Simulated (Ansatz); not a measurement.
A short molecular-dynamics run on `[C]#[C][GeH2][NH2]` radical.

```yaml
crystal:
  periodic: [false, false, false]
  atoms:
    - {symbol: C, position_ang: [2.268065, -0.503193, 1.728119]}
    - {symbol: C, position_ang: [1.371257, -0.065910, 1.036389]}
    - {symbol: Ge, position_ang: [-0.038278, 0.656755, -0.051274]}
    - {symbol: N, position_ang: [-1.064952, -0.643226, -0.826569]}
    - {symbol: H, position_ang: [0.619513, 1.472872, -1.167059]}
    - {symbol: H, position_ang: [-0.937823, 1.491850, 0.863689]}
    - {symbol: H, position_ang: [-0.563361, -1.238956, -1.470932]}
    - {symbol: H, position_ang: [-1.562121, -1.227192, -0.168162]}
basis:
  gaussian: {orbitals: "6-31G*"}
magnetization: {spin_polarized: true, initial_magnetization: 1}
hamiltonian: {xc: {name: PBE}}
md: {timestep: 0.5 fs, n_steps: 20, ensemble: nve, temperature: 300, initial_velocities: maxwell_boltzmann, seed: 851}
```

```sh
$ ansatz run in.yaml --threads 4 --pin off --events-out ev --progress --plain --max-ram 10444MiB
```

| step | time (fs) | potential energy (eV) | kinetic (eV) | T (K) | conserved (eV) |
| --- | --- | --- | --- | --- | --- |
| 0 | 0.0 | -60121.4186 | 0.2327 | 300 | -60121.1860 |
| 1 | 0.5 | -60121.4251 | 0.2391 | 308 | -60121.1860 |
| 2 | 1.0 | -60121.4274 | 0.2415 | 311 | -60121.1859 |
| 3 | 1.5 | -60121.4264 | 0.2405 | 310 | -60121.1859 |
| 4 | 2.0 | -60121.4223 | 0.2364 | 305 | -60121.1859 |
| 5 | 2.5 | -60121.4150 | 0.2290 | 295 | -60121.1860 |
| 6 | 3.0 | -60121.4036 | 0.2176 | 281 | -60121.1860 |
| 7 | 3.5 | -60121.3876 | 0.2016 | 260 | -60121.1860 |
| 8 | 4.0 | -60121.3675 | 0.1817 | 234 | -60121.1858 |
| 9 | 4.5 | -60121.3451 | 0.1595 | 206 | -60121.1857 |
| 10 | 5.0 | -60121.3231 | 0.1376 | 177 | -60121.1855 |
| 11 | 5.5 | -60121.3039 | 0.1186 | 153 | -60121.1854 |
| 12 | 6.0 | -60121.2899 | 0.1046 | 135 | -60121.1853 |
| 13 | 6.5 | -60121.2820 | 0.0967 | 125 | -60121.1853 |
| 14 | 7.0 | -60121.2803 | 0.0949 | 122 | -60121.1854 |
| 15 | 7.5 | -60121.2836 | 0.0981 | 127 | -60121.1855 |
| 16 | 8.0 | -60121.2901 | 0.1045 | 135 | -60121.1856 |
| 17 | 8.5 | -60121.2975 | 0.1118 | 144 | -60121.1858 |
| 18 | 9.0 | -60121.3036 | 0.1178 | 152 | -60121.1859 |
| 19 | 9.5 | -60121.3071 | 0.1212 | 156 | -60121.1859 |
| 20 | 10.0 | -60121.3077 | 0.1219 | 157 | -60121.1858 |

Velocities are drawn at the set temperature; a run this short doesn't reach equilibrium.

Frames (Å, forces in eV/Å):

```xyz
8
time=0.0 fs
C     2.268   -0.503    1.728    1.854   -0.828    1.430
C     1.371   -0.066    1.036   -1.936    0.745   -1.492
Ge   -0.038    0.657   -0.051    0.598    0.229    0.456
N    -1.065   -0.643   -0.827   -0.320    0.201   -0.247
H     0.620    1.473   -1.167    0.041    0.134   -0.245
H    -0.938    1.492    0.864   -0.224    0.137    0.101
H    -0.563   -1.239   -1.471    0.292   -0.313   -0.391
H    -1.562   -1.227   -0.168   -0.305   -0.306    0.387
8
time=0.5 fs
C     2.271   -0.505    1.730    1.562   -0.683    1.203
C     1.371   -0.065    1.036   -1.649    0.587   -1.264
Ge   -0.039    0.657   -0.051    0.497    0.312    0.534
N    -1.065   -0.645   -0.830   -0.571    0.344    0.164
H     0.619    1.475   -1.163    0.057    0.151   -0.275
H    -0.933    1.510    0.873   -0.135    0.000   -0.025
H    -0.571   -1.245   -1.465    0.479   -0.490   -0.597
H    -1.557   -1.224   -0.157   -0.241   -0.221    0.260
8
time=1.0 fs
C     2.274   -0.506    1.732    1.219   -0.512    0.938
C     1.370   -0.064    1.036   -1.306    0.398   -0.995
Ge   -0.039    0.657   -0.051    0.405    0.406    0.599
N    -1.066   -0.646   -0.834   -0.792    0.410    0.538
H     0.619    1.477   -1.160    0.068    0.161   -0.297
H    -0.928    1.528    0.881   -0.052   -0.136   -0.148
H    -0.578   -1.253   -1.461    0.614   -0.613   -0.732
H    -1.553   -1.221   -0.146   -0.156   -0.116    0.097
8
time=1.5 fs
C     2.277   -0.508    1.734    0.844   -0.323    0.649
C     1.369   -0.063    1.036   -0.929    0.189   -0.700
Ge   -0.039    0.657   -0.051    0.327    0.507    0.646
N    -1.066   -0.648   -0.837   -0.949    0.389    0.832
H     0.619    1.479   -1.157    0.072    0.163   -0.308
H    -0.923    1.546    0.890    0.022   -0.264   -0.262
H    -0.583   -1.262   -1.458    0.676   -0.655   -0.774
H    -1.548   -1.219   -0.134   -0.064   -0.007   -0.083
8
time=2.0 fs
C     2.281   -0.509    1.736    0.454   -0.125    0.349
C     1.368   -0.062    1.035   -0.535   -0.031   -0.393
Ge   -0.040    0.658   -0.051    0.266    0.611    0.673
N    -1.067   -0.649   -0.841   -1.022    0.282    1.020
H     0.620    1.482   -1.156    0.070    0.158   -0.310
H    -0.918    1.564    0.898    0.084   -0.382   -0.364
H    -0.587   -1.272   -1.457    0.661   -0.603   -0.714
H    -1.544   -1.216   -0.123    0.022    0.091   -0.261
8
time=2.5 fs
C     2.284   -0.511    1.738    0.067    0.073    0.052
C     1.367   -0.061    1.034   -0.143   -0.253   -0.088
Ge   -0.040    0.658   -0.051    0.224    0.714    0.679
N    -1.068   -0.651   -0.844   -1.009    0.104    1.096
H     0.620    1.486   -1.155    0.062    0.144   -0.300
H    -0.913    1.580    0.905    0.132   -0.487   -0.453
H    -0.589   -1.284   -1.458    0.575   -0.461   -0.564
H    -1.540   -1.213   -0.112    0.092    0.166   -0.421
8
time=3.0 fs
C     2.288   -0.513    1.741   -0.304    0.264   -0.232
C     1.366   -0.061    1.034    0.233   -0.469    0.203
Ge   -0.040    0.658   -0.051    0.201    0.814    0.664
N    -1.069   -0.652   -0.847   -0.921   -0.117    1.074
H     0.621    1.489   -1.154    0.047    0.123   -0.282
H    -0.908    1.595    0.911    0.167   -0.578   -0.526
H    -0.590   -1.297   -1.461    0.438   -0.249   -0.349
H    -1.536   -1.210   -0.102    0.139    0.213   -0.551
8
time=3.5 fs
C     2.291   -0.514    1.743   -0.646    0.441   -0.494
C     1.365   -0.060    1.033    0.579   -0.672    0.469
Ge   -0.041    0.658   -0.051    0.196    0.907    0.629
N    -1.071   -0.654   -0.850   -0.779   -0.348    0.978
H     0.622    1.493   -1.155    0.028    0.095   -0.254
H    -0.902    1.609    0.915    0.188   -0.653   -0.582
H    -0.589   -1.311   -1.464    0.274    0.002   -0.103
H    -1.532   -1.207   -0.094    0.160    0.227   -0.642
8
time=4.0 fs
C     2.295   -0.516    1.745   -0.951    0.601   -0.727
C     1.364   -0.059    1.033    0.885   -0.856    0.705
Ge   -0.041    0.659   -0.051    0.208    0.990    0.575
N    -1.072   -0.655   -0.852   -0.605   -0.555    0.837
H     0.623    1.497   -1.155    0.005    0.061   -0.220
H    -0.896    1.621    0.919    0.195   -0.711   -0.623
H    -0.588   -1.325   -1.467    0.108    0.260    0.142
H    -1.527   -1.202   -0.087    0.154    0.209   -0.688
8
time=4.5 fs
C     2.298   -0.517    1.747   -1.214    0.740   -0.927
C     1.363   -0.059    1.032    1.146   -1.016    0.904
Ge   -0.041    0.659   -0.050    0.236    1.059    0.504
N    -1.073   -0.657   -0.855   -0.416   -0.712    0.675
H     0.623    1.502   -1.157   -0.020    0.023   -0.181
H    -0.889    1.632    0.920    0.190   -0.753   -0.646
H    -0.587   -1.338   -1.470   -0.042    0.498    0.360
H    -1.521   -1.198   -0.082    0.120    0.161   -0.689
8
time=5.0 fs
C     2.301   -0.519    1.749   -1.431    0.855   -1.091
C     1.362   -0.058    1.032    1.358   -1.149    1.064
Ge   -0.041    0.660   -0.050    0.276    1.111    0.419
N    -1.075   -0.658   -0.857   -0.229   -0.802    0.509
H     0.624    1.506   -1.159   -0.046   -0.018   -0.138
H    -0.882    1.641    0.921    0.173   -0.778   -0.653
H    -0.586   -1.349   -1.473   -0.162    0.696    0.534
H    -1.516   -1.193   -0.078    0.062    0.085   -0.644
8
time=5.5 fs
C     2.303   -0.520    1.751   -1.601    0.945   -1.220
C     1.362   -0.058    1.032    1.520   -1.254    1.185
Ge   -0.042    0.660   -0.050    0.326    1.141    0.321
N    -1.077   -0.660   -0.860   -0.054   -0.816    0.355
H     0.625    1.510   -1.161   -0.072   -0.060   -0.093
H    -0.875    1.648    0.919    0.144   -0.786   -0.644
H    -0.585   -1.360   -1.474   -0.245    0.841    0.653
H    -1.510   -1.187   -0.076   -0.018   -0.013   -0.557
8
time=6.0 fs
C     2.306   -0.521    1.752   -1.725    1.011   -1.312
C     1.362   -0.058    1.032    1.631   -1.327    1.266
Ge   -0.042    0.660   -0.050    0.386    1.148    0.212
N    -1.078   -0.662   -0.862    0.099   -0.755    0.223
H     0.625    1.515   -1.164   -0.096   -0.102   -0.048
H    -0.867    1.653    0.916    0.104   -0.776   -0.617
H    -0.585   -1.368   -1.473   -0.287    0.926    0.714
H    -1.504   -1.182   -0.075   -0.113   -0.125   -0.436
8
time=6.5 fs
C     2.308   -0.521    1.753   -1.803    1.052   -1.370
C     1.362   -0.059    1.033    1.693   -1.370    1.309
Ge   -0.042    0.661   -0.050    0.454    1.127    0.094
N    -1.080   -0.664   -0.864    0.222   -0.621    0.125
H     0.626    1.519   -1.166   -0.117   -0.142   -0.006
H    -0.859    1.656    0.912    0.053   -0.750   -0.575
H    -0.586   -1.374   -1.471   -0.285    0.947    0.714
H    -1.499   -1.177   -0.075   -0.217   -0.244   -0.292
8
time=7.0 fs
C     2.309   -0.522    1.754   -1.837    1.069   -1.394
C     1.363   -0.059    1.033    1.706   -1.381    1.314
Ge   -0.042    0.661   -0.049    0.529    1.076   -0.030
N    -1.082   -0.667   -0.866    0.305   -0.423    0.075
H     0.626    1.522   -1.169   -0.134   -0.179    0.033
H    -0.850    1.657    0.906   -0.008   -0.706   -0.516
H    -0.587   -1.377   -1.466   -0.240    0.903    0.655
H    -1.494   -1.173   -0.076   -0.322   -0.359   -0.139
8
time=7.5 fs
C     2.310   -0.522    1.755   -1.827    1.062   -1.384
C     1.364   -0.060    1.034    1.671   -1.361    1.283
Ge   -0.043    0.662   -0.049    0.610    0.995   -0.159
N    -1.083   -0.669   -0.868    0.339   -0.174    0.087
H     0.625    1.525   -1.171   -0.146   -0.212    0.068
H    -0.842    1.657    0.899   -0.079   -0.644   -0.440
H    -0.588   -1.379   -1.461   -0.151    0.794    0.540
H    -1.490   -1.169   -0.078   -0.417   -0.460    0.006
8
time=8.0 fs
C     2.311   -0.522    1.755   -1.774    1.031   -1.342
C     1.365   -0.062    1.036    1.589   -1.310    1.216
Ge   -0.043    0.663   -0.049    0.696    0.883   -0.291
N    -1.085   -0.671   -0.871    0.317    0.113    0.171
H     0.625    1.528   -1.174   -0.154   -0.240    0.096
H    -0.834    1.655    0.891   -0.159   -0.566   -0.349
H    -0.591   -1.379   -1.454   -0.021    0.624    0.375
H    -1.486   -1.167   -0.079   -0.494   -0.535    0.124
8
time=8.5 fs
C     2.312   -0.522    1.755   -1.676    0.976   -1.266
C     1.367   -0.063    1.037    1.459   -1.228    1.112
Ge   -0.043    0.663   -0.049    0.787    0.741   -0.424
N    -1.086   -0.674   -0.873    0.236    0.419    0.333
H     0.623    1.530   -1.176   -0.156   -0.263    0.119
H    -0.827    1.652    0.882   -0.248   -0.471   -0.244
H    -0.593   -1.377   -1.446    0.143    0.403    0.170
H    -1.484   -1.166   -0.080   -0.544   -0.577    0.200
8
time=9.0 fs
C     2.312   -0.522    1.755   -1.534    0.898   -1.156
C     1.368   -0.065    1.039    1.281   -1.117    0.971
Ge   -0.043    0.664   -0.048    0.881    0.572   -0.554
N    -1.087   -0.676   -0.875    0.103    0.722    0.564
H     0.622    1.532   -1.178   -0.153   -0.280    0.134
H    -0.819    1.648    0.873   -0.344   -0.362   -0.127
H    -0.595   -1.374   -1.438    0.330    0.147   -0.057
H    -1.484   -1.166   -0.080   -0.563   -0.580    0.224
8
time=9.5 fs
C     2.312   -0.521    1.754   -1.346    0.796   -1.012
C     1.371   -0.067    1.041    1.055   -0.978    0.795
Ge   -0.043    0.665   -0.048    0.976    0.381   -0.678
N    -1.089   -0.678   -0.877   -0.067    0.996    0.844
H     0.620    1.532   -1.179   -0.145   -0.290    0.142
H    -0.813    1.643    0.863   -0.445   -0.242    0.000
H    -0.596   -1.371   -1.430    0.522   -0.117   -0.283
H    -1.484   -1.168   -0.080   -0.549   -0.547    0.192
8
time=10.0 fs
C     2.312   -0.521    1.754   -1.115    0.673   -0.835
C     1.373   -0.069    1.043    0.783   -0.814    0.584
Ge   -0.043    0.665   -0.048    1.070    0.173   -0.792
N    -1.090   -0.680   -0.879   -0.247    1.211    1.137
H     0.618    1.533   -1.180   -0.132   -0.293    0.141
H    -0.808    1.637    0.853   -0.548   -0.115    0.131
H    -0.595   -1.368   -1.422    0.694   -0.354   -0.480
H    -1.486   -1.171   -0.080   -0.506   -0.481    0.112
```

Hardware: 4 threads of an AMD EPYC 7B13 on a shared host. Wall time 28 s, peak host memory 0.21 GiB.
